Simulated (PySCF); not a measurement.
Harmonic spectrum computed at PBE0 in the def2-TZVP basis family (core potentials from Rb on, PySCF, no spin–orbit coupling):

```csv
symmetry,ω (cm⁻¹),IR (km/mol)
a',379,154
a'',447,37.5
a',568,34.7
a',677,192
a'',1721,347
a',1749,281
```

Question: Which molecule gave it? In each, all ligands are bound to the one heavy central atom.
A. H₂ZrS (singlet)
B. H₂CS (singlet)
C. H₂TiS (singlet)
D. H₂TcS (quartet)

Answer: C. It has Cs symmetry with Ti–H 1.702 Å (×2), Ti–S 2.035 Å.
